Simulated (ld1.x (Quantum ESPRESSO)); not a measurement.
Pseudopotential generation for Pt: ultrasoft, PBE, scalar-relativistic.

```json
{"Element": "platinum (Pt)", "Generator": "ld1.x (Quantum ESPRESSO) 7.5", "Type": "ultrasoft", "Functional": "PBE", "Relativity": "scalar-relativistic", "Frozen core": "[Kr] 4d10 4f14", "Valence charge": "18", "Reference configuration": "5s2 5p6 5d8 6s0 6p0 (charge +2)", "Partial waves": "5s (bound): rcut 1.20, rcutus 1.45 bohr; 6s (bound, empty): rcut 1.20, rcutus 1.45 bohr; 5p (bound): rcut 1.40, rcutus 1.55 bohr; 6p (bound, empty): rcut 1.40, rcutus 1.55 bohr; 5d (bound): rcut 1.00, rcutus 1.35 bohr; 5d channel at 2.7 Ry: rcut 1.00, rcutus 1.35 bohr", "Local potential": "all-electron potential smoothed inside 1.40 bohr (lloc = -2)", "Core correction": "Bessel-smoothed model core, default radius (core density twice the valence density)", "Augmentation charge": "PSQ, inside the norm-conserving radii"}
```

All-electron outer shells of the reference configuration (PBE, scalar-relativistic, ld1.x):

```json
{"shell": "5s", "level (eV)": "-122.77", "outermost node (bohr)": "0.49", "outermost maximum (bohr)": "0.87"}
{"shell": "4f", "level (eV)": "-91.10", "outermost node (bohr)": "–", "outermost maximum (bohr)": "0.38"}
{"shell": "5p", "level (eV)": "-76.84", "outermost node (bohr)": "0.53", "outermost maximum (bohr)": "0.98"}
{"shell": "5d", "level (eV)": "-25.88", "outermost node (bohr)": "0.57", "outermost maximum (bohr)": "1.24"}
{"shell": "6s", "level (eV)": "-22.13", "outermost node (bohr)": "1.13", "outermost maximum (bohr)": "2.18"}
{"shell": "6p", "level (eV)": "-14.35", "outermost node (bohr)": "1.33", "outermost maximum (bohr)": "2.77"}
```

What the tests gave:

| Item | Value |
| --- | --- |
| Cutoffs needed | 55 Ry and 100 Ry (the cutoffs (Ry, on a coarse ladder) from which the occupation-weighted sum of valence levels, in a spherical-Bessel basis at the reference potential, stays within 10 and 1 mRy of its value at 400 Ry) |
| Ghost test | no extra level below or beside the all-electron valence levels (s, p, d, f tested) (spherical-Bessel basis up to 400 Ry, 20 bohr box) |
| Configuration tests | test run stopped at test 1 of 7 (negative rho) |
| Lowest eigenvalue of the overlap operator | 0.24 (p channel) |
| Density cutoff estimated by the generator | 393 Ry |

Generation and tests took about 1.3 s on one core of a shared server CPU.
